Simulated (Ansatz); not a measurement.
Program: Ansatz. Geometries: PBE0-D4/def2-TZVP. ΔE: electronic, gas phase. CCSD(T)/CBS is the MP2 limit (def2-TZVPP, def2-QZVPP) plus CCSD(T) − MP2 in def2-TZVPP, frozen cores. Functionals use def2-TZVPP. B3LYP here is the variant with VWN-RPA as its local correlation; programs differ in this. Each species was taken in one conformer, which may not be the lowest.

Reaction (isomerisation): `[SiH3]/C=C/C[SiH3]` → `CC1([SiH3])C[SiH2]1`

```json
{"level": "PBE-D4", "ΔE (kJ/mol)": "22.9", "difference from CCSD(T)/CBS": "-10.2"}
{"level": "r2SCAN-D4", "ΔE (kJ/mol)": "27.1", "difference from CCSD(T)/CBS": "-6.0"}
{"level": "PBE0-D4", "ΔE (kJ/mol)": "21.3", "difference from CCSD(T)/CBS": "-11.8"}
{"level": "B3LYP-D4", "ΔE (kJ/mol)": "44.5", "difference from CCSD(T)/CBS": "11.4"}
{"level": "ωB97X-V", "ΔE (kJ/mol)": "28.0", "difference from CCSD(T)/CBS": "-5.1"}
{"level": "ωB97M-V", "ΔE (kJ/mol)": "29.3", "difference from CCSD(T)/CBS": "-3.8"}
{"level": "B2PLYP", "ΔE (kJ/mol)": "43.4", "difference from CCSD(T)/CBS": "10.3"}
{"level": "PBE", "ΔE (kJ/mol)": "27.5", "difference from CCSD(T)/CBS": "-5.6"}
{"level": "r2SCAN", "ΔE (kJ/mol)": "27.9", "difference from CCSD(T)/CBS": "-5.2"}
{"level": "PBE0", "ΔE (kJ/mol)": "25.2", "difference from CCSD(T)/CBS": "-7.9"}
{"level": "B3LYP", "ΔE (kJ/mol)": "52.3", "difference from CCSD(T)/CBS": "19.2"}
{"level": "HF/def2-TZVPP", "ΔE (kJ/mol)": "75.4", "difference from CCSD(T)/CBS": "42.3"}
{"level": "MP2/def2-TZVPP", "ΔE (kJ/mol)": "23.0", "difference from CCSD(T)/CBS": "-10.1"}
{"level": "SCS-MP2/def2-TZVPP", "ΔE (kJ/mol)": "36.1", "difference from CCSD(T)/CBS": "3.0"}
{"level": "CCSD/def2-TZVPP", "ΔE (kJ/mol)": "39.3", "difference from CCSD(T)/CBS": "6.2"}
{"level": "CCSD(T)/def2-TZVPP", "ΔE (kJ/mol)": "35.7", "difference from CCSD(T)/CBS": "2.6"}
{"level": "HF/def2-QZVPP", "ΔE (kJ/mol)": "75.3", "difference from CCSD(T)/CBS": "42.2"}
{"level": "MP2/def2-QZVPP", "ΔE (kJ/mol)": "21.5", "difference from CCSD(T)/CBS": "-11.6"}
{"level": "SCS-MP2/def2-QZVPP", "ΔE (kJ/mol)": "34.8", "difference from CCSD(T)/CBS": "1.7"}
{"level": "HF/CBS(def2)", "ΔE (kJ/mol)": "75.2", "difference from CCSD(T)/CBS": "42.1"}
{"level": "MP2/CBS(def2)", "ΔE (kJ/mol)": "20.4", "difference from CCSD(T)/CBS": "-12.7"}
{"level": "CCSD/CBS(def2)", "ΔE (kJ/mol)": "36.7", "difference from CCSD(T)/CBS": "3.6"}
{"level": "CCSD(T)/CBS", "ΔE (kJ/mol)": "33.1", "difference from CCSD(T)/CBS": "0"}
```

Largest T1 diagnostic among the species: 0.012.

The D4 term adds −7.8 kJ/mol with B3LYP and −3.9 kJ/mol with PBE0; it sums over pairs of atoms, weighted by their polarisabilities, and B3LYP, whose exchange is more repulsive, gets the larger term. In def2-TZVPP, CCSD(T) changes the Hartree–Fock value by −39.7 kJ/mol (the triples alone add −3.6 kJ/mol) and MP2 by −52.4 kJ/mol.
